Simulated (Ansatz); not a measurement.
Relaxation of Al₉Sb₈Cl₃ (charge 0, singlet) with RKS PBE-D4/def2-SVP in Ansatz.

Positions (Å) and forces (eV/Å) at steps 15, 16, 17, 18, 19, 20, 21, 22, 23, 24, 25, 26, 28, 31 of 31:

```xyz
20
step=15 energy=-149186.7492 eV
Sb   -0.867   -3.553    3.171   -0.034   -0.001   -0.092
Sb    0.742   -3.165    0.696    0.075    0.032    0.086
Sb   -1.662    3.141   -2.738    0.019    0.011    0.044
Sb    1.474   -0.490   -2.479   -0.059    0.032   -0.020
Sb   -1.793    0.723    1.361   -0.052   -0.019   -0.063
Sb    2.042    0.329    3.912    0.026   -0.004   -0.001
Sb    2.206    3.379    0.622   -0.051    0.031   -0.020
Sb    4.682   -0.301    0.739   -0.039   -0.059   -0.070
Al   -1.806   -2.062    1.162   -0.264   -0.009    0.111
Al   -2.306    1.015   -1.233   -0.003    0.056   -0.015
Al    0.218   -0.567   -0.127    0.053   -0.086    0.047
Al   -0.041   -1.203    3.944    0.023    0.014   -0.037
Al    2.387   -1.121    1.614   -0.001    0.010   -0.022
Al   -0.356    0.974   -3.608   -0.132    0.028   -0.020
Al    0.257    3.068   -0.968    0.030   -0.120   -0.067
Al    2.680    0.892   -0.448    0.021   -0.001    0.071
Al    0.877    1.284    1.707    0.024    0.038    0.046
Cl   -3.621   -2.714    0.221    0.222    0.032    0.019
Cl   -3.997    0.005   -2.036    0.065   -0.028   -0.017
Cl   -1.134    0.315   -5.487    0.076    0.042    0.019
20
step=16 energy=-149186.8741 eV
Sb   -0.930   -3.558    3.212   -0.029    0.014   -0.012
Sb    0.751   -3.140    0.795   -0.003    0.034    0.030
Sb   -1.708    3.182   -2.715    0.008    0.086    0.038
Sb    1.321   -0.419   -2.446   -0.107    0.061    0.027
Sb   -1.808    0.769    1.414    0.060   -0.122   -0.038
Sb    2.044    0.304    3.950    0.017    0.072    0.051
Sb    2.186    3.393    0.573   -0.043    0.016    0.073
Sb    4.691   -0.411    0.632   -0.106   -0.032   -0.125
Al   -1.821   -2.040    1.212   -0.382    0.000   -0.161
Al   -2.226    1.018   -1.210    0.010   -0.018   -0.032
Al    0.213   -0.541   -0.028   -0.007   -0.119    0.034
Al   -0.042   -1.229    3.980    0.080    0.031   -0.163
Al    2.398   -1.085    1.624    0.036   -0.025    0.111
Al   -0.485    1.022   -3.663   -0.151    0.033   -0.125
Al    0.303    2.918   -1.065    0.068   -0.350   -0.118
Al    2.672    0.879   -0.415    0.065    0.130    0.099
Al    0.889    1.342    1.770   -0.052   -0.006   -0.048
Cl   -3.511   -2.748    0.066    0.355    0.078    0.274
Cl   -3.838   -0.090   -2.055    0.070    0.033   -0.049
Cl   -1.118    0.383   -5.608    0.111    0.083    0.132
20
step=17 energy=-149187.0404 eV
Sb   -0.962   -3.548    3.232   -0.019    0.030    0.035
Sb    0.757   -3.129    0.846   -0.009    0.014    0.028
Sb   -1.720    3.222   -2.681    0.081    0.051    0.088
Sb    1.229   -0.351   -2.421   -0.109    0.160    0.070
Sb   -1.811    0.766    1.432   -0.014   -0.068   -0.019
Sb    2.053    0.327    3.974   -0.031    0.042    0.055
Sb    2.157    3.400    0.569   -0.121    0.011    0.028
Sb    4.681   -0.473    0.557   -0.134   -0.050   -0.131
Al   -1.844   -2.027    1.237   -0.416   -0.074   -0.293
Al   -2.181    1.014   -1.209   -0.001   -0.041   -0.073
Al    0.214   -0.544    0.024   -0.026   -0.124    0.044
Al   -0.018   -1.225    3.951    0.089   -0.009   -0.068
Al    2.408   -1.069    1.651    0.126    0.000    0.066
Al   -0.562    1.067   -3.690   -0.253    0.056   -0.258
Al    0.357    2.743   -1.131    0.103   -0.357   -0.195
Al    2.670    0.894   -0.384    0.188    0.093    0.169
Al    0.883    1.363    1.795   -0.037    0.014   -0.059
Cl   -3.477   -2.792    0.035    0.381    0.134    0.337
Cl   -3.758   -0.121   -2.093    0.075    0.016   -0.024
Cl   -1.091    0.430   -5.669    0.125    0.103    0.201
20
step=18 energy=-149187.2403 eV
Sb   -0.991   -3.538    3.253   -0.021    0.051    0.029
Sb    0.760   -3.121    0.889    0.016   -0.009    0.040
Sb   -1.720    3.260   -2.642    0.109    0.015    0.113
Sb    1.146   -0.254   -2.391   -0.086    0.158    0.067
Sb   -1.824    0.766    1.445   -0.027   -0.071   -0.033
Sb    2.053    0.347    3.996   -0.051    0.035    0.051
Sb    2.112    3.409    0.556   -0.151   -0.018   -0.018
Sb    4.678   -0.539    0.494   -0.156   -0.063   -0.128
Al   -1.858   -2.019    1.247   -0.434   -0.097   -0.303
Al   -2.144    1.003   -1.215    0.002   -0.035   -0.075
Al    0.216   -0.546    0.072   -0.029   -0.119    0.061
Al    0.008   -1.231    3.942    0.095   -0.036   -0.064
Al    2.427   -1.058    1.676    0.136    0.017    0.043
Al   -0.645    1.117   -3.726   -0.326    0.065   -0.372
Al    0.416    2.577   -1.214    0.098   -0.273   -0.211
Al    2.692    0.909   -0.341    0.290    0.070    0.241
Al    0.876    1.378    1.812   -0.051    0.030   -0.051
Cl   -3.455   -2.824    0.020    0.382    0.156    0.360
Cl   -3.697   -0.154   -2.123    0.080    0.005   -0.019
Cl   -1.069    0.466   -5.728    0.124    0.120    0.269
20
step=19 energy=-149187.4150 eV
Sb   -1.025   -3.525    3.277   -0.022    0.062    0.025
Sb    0.768   -3.116    0.941    0.032   -0.011    0.044
Sb   -1.714    3.301   -2.590    0.140   -0.021    0.129
Sb    1.048   -0.142   -2.356    0.020   -0.210   -0.082
Sb   -1.839    0.763    1.458   -0.041   -0.064   -0.042
Sb    2.048    0.372    4.022   -0.056    0.041    0.053
Sb    2.052    3.417    0.531   -0.140   -0.065   -0.070
Sb    4.675   -0.630    0.425   -0.207   -0.045   -0.109
Al   -1.873   -2.010    1.256   -0.437   -0.132   -0.303
Al   -2.098    0.988   -1.222    0.017   -0.013   -0.063
Al    0.220   -0.549    0.128    0.003   -0.116    0.039
Al    0.042   -1.243    3.927    0.094   -0.052   -0.093
Al    2.450   -1.046    1.707    0.128    0.032    0.038
Al   -0.750    1.174   -3.776   -0.330    0.017   -0.455
Al    0.480    2.422   -1.312   -0.054    0.210   -0.061
Al    2.734    0.925   -0.278    0.350    0.026    0.271
Al    0.863    1.399    1.832   -0.067    0.010   -0.040
Cl   -3.432   -2.860    0.007    0.385    0.182    0.385
Cl   -3.620   -0.198   -2.156    0.083   -0.002   -0.032
Cl   -1.047    0.507   -5.800    0.100    0.153    0.366
20
step=20 energy=-149187.5575 eV
Sb   -1.097   -3.541    3.336   -0.033    0.115    0.064
Sb    0.767   -3.114    1.064    0.094   -0.078   -0.035
Sb   -1.708    3.344   -2.540    0.029    0.109    0.036
Sb    0.930   -0.105   -2.334   -0.063   -0.144   -0.175
Sb   -1.875    0.741    1.461    0.023   -0.021    0.006
Sb    2.022    0.408    4.031   -0.058    0.058    0.089
Sb    2.022    3.424    0.527    0.001    0.018    0.015
Sb    4.648   -0.708    0.361   -0.069   -0.059   -0.148
Al   -1.901   -2.023    1.288   -0.256   -0.042   -0.121
Al   -1.981    0.956   -1.232    0.229   -0.027   -0.016
Al    0.218   -0.584    0.185    0.038    0.019   -0.086
Al    0.121   -1.316    3.852    0.103   -0.019   -0.348
Al    2.482   -1.025    1.740   -0.081    0.108    0.223
Al   -0.861    1.244   -3.850   -0.085   -0.191   -0.185
Al    0.565    2.493   -1.430   -0.189    0.015    0.045
Al    2.772    0.941   -0.222    0.095   -0.021    0.106
Al    0.819    1.410    1.827   -0.094   -0.116    0.044
Cl   -3.438   -2.887    0.046    0.260    0.122    0.278
Cl   -3.444   -0.272   -2.214    0.005   -0.018   -0.135
Cl   -1.076    0.563   -5.874    0.051    0.171    0.343
20
step=21 energy=-149187.7316 eV
Sb   -1.146   -3.520    3.378    0.012    0.139    0.019
Sb    0.802   -3.113    1.130    0.040    0.023    0.029
Sb   -1.713    3.380   -2.489    0.031   -0.080    0.011
Sb    0.840   -0.107   -2.350    0.008   -0.059   -0.025
Sb   -1.894    0.739    1.468    0.026   -0.049   -0.090
Sb    1.987    0.475    4.082   -0.101   -0.018    0.015
Sb    1.997    3.416    0.538    0.053   -0.037    0.026
Sb    4.592   -0.822    0.276   -0.151   -0.055   -0.061
Al   -1.913   -2.011    1.315   -0.070   -0.052    0.056
Al   -1.862    0.898   -1.245    0.163    0.098    0.054
Al    0.236   -0.601    0.209    0.058   -0.039   -0.136
Al    0.198   -1.335    3.676    0.062   -0.038   -0.210
Al    2.495   -0.980    1.812    0.044    0.081    0.148
Al   -0.960    1.268   -3.871   -0.031   -0.070   -0.021
Al    0.571    2.505   -1.455   -0.110   -0.019    0.008
Al    2.788    0.934   -0.169   -0.045    0.050   -0.036
Al    0.781    1.403    1.844   -0.008   -0.013    0.068
Cl   -3.433   -2.898    0.098    0.082    0.076    0.073
Cl   -3.286   -0.317   -2.318   -0.069   -0.059   -0.165
Cl   -1.099    0.633   -5.905    0.005    0.121    0.236
20
step=22 energy=-149187.8282 eV
Sb   -1.167   -3.498    3.424   -0.020    0.077    0.027
Sb    0.853   -3.094    1.207    0.087   -0.051   -0.066
Sb   -1.728    3.371   -2.440   -0.011    0.010    0.006
Sb    0.836   -0.110   -2.358    0.054   -0.024   -0.029
Sb   -1.892    0.712    1.437   -0.007    0.017   -0.044
Sb    1.922    0.526    4.130   -0.035   -0.009   -0.019
Sb    2.003    3.404    0.546    0.038    0.027    0.021
Sb    4.485   -0.936    0.157   -0.168   -0.054    0.063
Al   -1.907   -2.022    1.347    0.028   -0.001    0.108
Al   -1.807    0.857   -1.263    0.009    0.030    0.143
Al    0.270   -0.624    0.205    0.060   -0.054   -0.039
Al    0.242   -1.349    3.567   -0.009    0.006   -0.020
Al    2.518   -0.919    1.882    0.145    0.076   -0.009
Al   -0.994    1.275   -3.843   -0.027   -0.049   -0.023
Al    0.561    2.513   -1.452    0.017   -0.032    0.038
Al    2.774    0.938   -0.172   -0.087   -0.007   -0.066
Al    0.764    1.399    1.850   -0.018    0.020    0.023
Cl   -3.423   -2.865    0.112   -0.027    0.001   -0.056
Cl   -3.207   -0.327   -2.428   -0.033   -0.041   -0.140
Cl   -1.119    0.701   -5.885    0.002    0.058    0.082
20
step=23 energy=-149187.8820 eV
Sb   -1.176   -3.469    3.465    0.002    0.009   -0.016
Sb    0.923   -3.092    1.238   -0.009    0.075    0.029
Sb   -1.728    3.364   -2.380   -0.009   -0.042    0.037
Sb    0.842   -0.126   -2.371    0.016    0.018    0.053
Sb   -1.898    0.697    1.430   -0.022   -0.014   -0.024
Sb    1.874    0.585    4.143    0.000   -0.004    0.003
Sb    2.038    3.409    0.555   -0.012   -0.052   -0.019
Sb    4.354   -1.053    0.072   -0.098   -0.008    0.061
Al   -1.888   -2.036    1.369    0.033   -0.028    0.068
Al   -1.810    0.819   -1.251   -0.001    0.059    0.086
Al    0.298   -0.645    0.204    0.071   -0.054   -0.018
Al    0.259   -1.338    3.535   -0.009    0.003    0.015
Al    2.537   -0.861    1.931    0.070    0.005   -0.046
Al   -1.029    1.273   -3.810   -0.027   -0.024    0.006
Al    0.561    2.490   -1.413    0.013    0.039   -0.029
Al    2.738    0.930   -0.198   -0.056   -0.041   -0.060
Al    0.744    1.417    1.835    0.016    0.020   -0.016
Cl   -3.384   -2.841    0.080   -0.004    0.007   -0.047
Cl   -3.147   -0.337   -2.545    0.026    0.005   -0.096
Cl   -1.126    0.763   -5.866    0.001    0.026    0.012
20
step=24 energy=-149187.9266 eV
Sb   -1.170   -3.457    3.526   -0.044   -0.024    0.033
Sb    0.980   -3.079    1.312    0.041   -0.007   -0.061
Sb   -1.770    3.358   -2.323    0.055    0.021    0.016
Sb    0.829   -0.128   -2.369    0.012    0.023   -0.018
Sb   -1.909    0.656    1.439   -0.006   -0.004    0.009
Sb    1.839    0.639    4.163   -0.007    0.010   -0.032
Sb    2.063    3.368    0.528    0.020    0.024   -0.006
Sb    4.238   -1.156    0.029   -0.053   -0.021    0.085
Al   -1.865   -2.072    1.412   -0.030   -0.009   -0.056
Al   -1.798    0.815   -1.218    0.029    0.026    0.080
Al    0.322   -0.686    0.206    0.013   -0.013    0.088
Al    0.268   -1.323    3.529   -0.019    0.029    0.065
Al    2.550   -0.809    1.981    0.072   -0.007   -0.090
Al   -1.070    1.278   -3.776   -0.173   -0.076   -0.045
Al    0.565    2.522   -1.451   -0.047    0.011    0.055
Al    2.671    0.879   -0.264   -0.007   -0.028    0.004
Al    0.727    1.414    1.818    0.010    0.017   -0.061
Cl   -3.319   -2.812    0.027    0.050    0.004    0.008
Cl   -3.030   -0.297   -2.697    0.048    0.006   -0.060
Cl   -1.138    0.841   -5.849    0.035    0.017   -0.015
20
step=25 energy=-149187.9546 eV
Sb   -1.198   -3.437    3.581   -0.022   -0.011    0.017
Sb    1.041   -3.068    1.366    0.021   -0.039   -0.062
Sb   -1.785    3.356   -2.273   -0.079    0.061    0.042
Sb    0.789   -0.095   -2.369    0.016   -0.040    0.067
Sb   -1.908    0.610    1.479   -0.046    0.070   -0.007
Sb    1.780    0.714    4.151    0.013   -0.007   -0.006
Sb    2.162    3.343    0.498   -0.069   -0.017   -0.041
Sb    4.136   -1.275    0.024   -0.042    0.017    0.078
Al   -1.840   -2.115    1.422    0.037   -0.027   -0.043
Al   -1.791    0.820   -1.154    0.151    0.128    0.072
Al    0.351   -0.720    0.217   -0.019   -0.002    0.016
Al    0.264   -1.309    3.529   -0.057    0.021    0.073
Al    2.559   -0.759    2.028    0.057    0.008   -0.097
Al   -1.213    1.240   -3.751    0.046    0.031   -0.216
Al    0.548    2.551   -1.412    0.038   -0.016   -0.038
Al    2.628    0.819   -0.327    0.065    0.002    0.048
Al    0.723    1.443    1.760    0.043   -0.063    0.009
Cl   -3.225   -2.806   -0.061    0.043    0.004    0.010
Cl   -2.891   -0.272   -2.833   -0.209   -0.144   -0.034
Cl   -1.146    0.911   -5.852    0.014    0.023    0.111
20
step=26 energy=-149187.9672 eV
Sb   -1.211   -3.441    3.579    0.028    0.016   -0.018
Sb    1.044   -3.081    1.350   -0.032    0.046    0.054
Sb   -1.799    3.374   -2.282    0.047   -0.052   -0.034
Sb    0.786   -0.115   -2.360   -0.054    0.032   -0.017
Sb   -1.914    0.636    1.479    0.063   -0.066    0.010
Sb    1.793    0.693    4.161    0.029    0.026    0.014
Sb    2.109    3.346    0.470    0.067   -0.019    0.034
Sb    4.142   -1.277    0.053    0.067   -0.016   -0.062
Al   -1.815   -2.104    1.414    0.019    0.030    0.015
Al   -1.771    0.850   -1.152   -0.034   -0.054   -0.080
Al    0.352   -0.718    0.226   -0.024    0.030    0.037
Al    0.254   -1.315    3.556   -0.026   -0.037   -0.005
Al    2.558   -0.774    2.029   -0.065   -0.001    0.024
Al   -1.226    1.241   -3.760   -0.081    0.015    0.171
Al    0.557    2.546   -1.478   -0.045   -0.027    0.011
Al    2.642    0.818   -0.311   -0.001    0.045    0.028
Al    0.736    1.427    1.776   -0.044   -0.003   -0.046
Cl   -3.176   -2.810   -0.075   -0.028   -0.033   -0.049
Cl   -2.948   -0.267   -2.809    0.098    0.100    0.073
Cl   -1.129    0.919   -5.843    0.016   -0.034   -0.160
20
step=28 energy=-149187.9741 eV rejected
Sb   -1.209   -3.431    3.567   -0.023   -0.027    0.011
Sb    1.032   -3.083    1.370    0.011    0.007    0.014
Sb   -1.775    3.376   -2.298    0.025    0.025    0.003
Sb    0.765   -0.114   -2.355    0.021    0.012   -0.021
Sb   -1.906    0.622    1.479   -0.004   -0.008    0.009
Sb    1.802    0.699    4.160   -0.004   -0.008    0.002
Sb    2.126    3.341    0.488   -0.005   -0.003   -0.001
Sb    4.166   -1.259    0.061   -0.008    0.012   -0.012
Al   -1.804   -2.111    1.385   -0.036    0.002   -0.024
Al   -1.763    0.859   -1.152   -0.016   -0.011   -0.018
Al    0.355   -0.721    0.230   -0.032   -0.005   -0.006
Al    0.242   -1.299    3.570    0.003    0.016   -0.009
Al    2.544   -0.776    2.023    0.027   -0.034    0.025
Al   -1.239    1.237   -3.769   -0.055   -0.030    0.035
Al    0.565    2.541   -1.460   -0.008    0.011   -0.009
Al    2.641    0.817   -0.289    0.063    0.002   -0.041
Al    0.733    1.421    1.772   -0.019    0.040    0.025
Cl   -3.147   -2.817   -0.127    0.024   -0.016    0.025
Cl   -2.972   -0.237   -2.774    0.027    0.025   -0.014
Cl   -1.173    0.884   -5.858    0.009   -0.009    0.005
20
step=31 energy=-149187.9774 eV
Sb   -1.221   -3.426    3.565   -0.001    0.002   -0.001
Sb    1.031   -3.083    1.379    0.000    0.002    0.001
Sb   -1.758    3.394   -2.306   -0.002    0.002   -0.002
Sb    0.761   -0.106   -2.356    0.002    0.003    0.001
Sb   -1.911    0.617    1.484    0.002   -0.001   -0.001
Sb    1.801    0.697    4.162    0.001   -0.001    0.000
Sb    2.128    3.341    0.490   -0.001   -0.001    0.001
Sb    4.166   -1.261    0.059   -0.001   -0.002   -0.001
Al   -1.803   -2.117    1.371   -0.009   -0.004   -0.002
Al   -1.757    0.881   -1.143    0.000    0.003    0.002
Al    0.357   -0.719    0.230    0.002   -0.002   -0.005
Al    0.230   -1.290    3.565    0.001   -0.001   -0.004
Al    2.547   -0.783    2.029    0.005    0.000    0.007
Al   -1.266    1.231   -3.762    0.002   -0.004   -0.005
Al    0.576    2.547   -1.470    0.003   -0.002    0.000
Al    2.654    0.819   -0.293    0.002    0.006   -0.001
Al    0.731    1.424    1.777   -0.003    0.004    0.002
Cl   -3.117   -2.857   -0.147    0.001   -0.002    0.002
Cl   -2.981   -0.214   -2.766   -0.004    0.000    0.004
Cl   -1.186    0.854   -5.846    0.000    0.001    0.002
```

In the def2 sets Sb takes a core potential; there is no spin–orbit coupling. Single mean-field runs in def2-SVP are fitted with def2-universal-jkfit. The restricted singlet is unstable towards broken spin symmetry in Hartree–Fock (as tested in another run); at PBE-D4/def2-SVP this wasn't settled.
